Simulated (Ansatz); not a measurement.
Relaxation of H₅OSn (7 atoms, charge 0, multiplicity 2), to a largest force component of 0.03 eV/Å in at most 50 steps.

All numbers below come from Ansatz, UKS PBE/def2-SVP.

```xyz
7
Properties=species:S:1:pos:R:3:forces:R:3
Sn 0.036 0.020 -0.006 0.07 -0.04 -0.10
H 0.085 0.024 1.737 0.00 0.05 0.18
H 1.607 -0.025 -0.713 -0.01 0.03 0.01
H -0.919 1.336 -0.616 0.00 -0.02 0.02
O -0.732 -1.746 -0.606 0.09 0.03 -0.08
H -1.573 -1.905 -0.142 -0.15 -0.05 0.05
H 0.017 0.050 3.593 0.01 0.00 -0.07
```

Question: Where does it end, and by what steps?

Answer: The run converged. The force dipped under the threshold on the way, but the program's further checks kept it going. After 16 steps the energy has fallen by 1.357 eV; H2 moved furthest, 1.44 Å. Parted: Sn1–H2 (1.74 → 3.42 Å). Joined: H2–H7 (1.86 → 0.77 Å).

| step | energy less start (eV) | largest force component (eV/Å) | accepted |
| --- | --- | --- | --- |
| 0 | 0.0000 | 0.179 | yes |
| 1 | -0.0049 | 0.099 | yes |
| 2 | -0.0427 | 0.413 | yes |
| 3 | -0.1881 | 1.197 | yes |
| 4 | -0.6183 | 2.349 | yes |
| 5 | -0.8360 | 3.821 | yes |
| 6 | -1.1612 | 0.495 | yes |
| 7 | -1.2432 | 0.519 | yes |
| 8 | -1.2624 | 2.131 | yes |
| 9 | -1.3388 | 0.260 | yes |
| 10 | -1.3440 | 0.385 | yes |
| 11 | -1.3552 | 0.035 | yes |
| 12 | -1.3560 | 0.025 | yes |
| 13 | -1.3557 | 0.101 | no |
| 14 | -1.3564 | 0.052 | yes |
| 15 | -1.3567 | 0.051 | yes |
| 16 | -1.3567 | 0.003 | yes |

```xyz
7
Properties=species:S:1:pos:R:3
Sn -0.009 -0.072 -0.244
H 0.197 0.172 3.164
H 1.560 -0.077 -1.025
H -1.027 1.192 -0.947
O -0.741 -1.855 -0.886
H -1.707 -1.894 -0.737
H 0.247 0.290 3.924
```

Time of the run: 24 s on 2 threads of Intel(R) Xeon(R) Platinum 8259CL CPU @ 2.50GHz (Skylake/Cascade Lake), with other jobs on the host, peak memory 0.15 GiB.
